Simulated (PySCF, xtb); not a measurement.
C4H5FSi, SMILES C#C/C=C\[SiH2]F. The values are those of a single conformer.

Harmonic wavenumbers (cm⁻¹) from xtb 6.7.1 with GFN2-xTB at its own minimum, in rising order: 30, 86, 177, 210, 271, 368, 524, 543, 569, 626, 675, 725, 743, 763, 774, 815, 920, 984, 1180, 1326, 1623, 2245, 2307, 2329, 3012, 3042, 3394.

### Question
What does ωB97X-D3(BJ)/def2-SVP in PySCF 2.14.0 give at its own minimum? (The exact figures need the calculation; the answer reports its results.)

### Answer
57, 86, 213, 240, 318, 424, 615, 661, 727, 741, 741, 759, 769, 870, 930, 957, 985, 1028, 1174, 1370, 1695, 2256, 2287, 2287, 3186, 3205, 3482. Paired by order, the mean absolute difference is 72 cm⁻¹ and the zero-point energies are 43.3 and 45.8 kcal/mol.
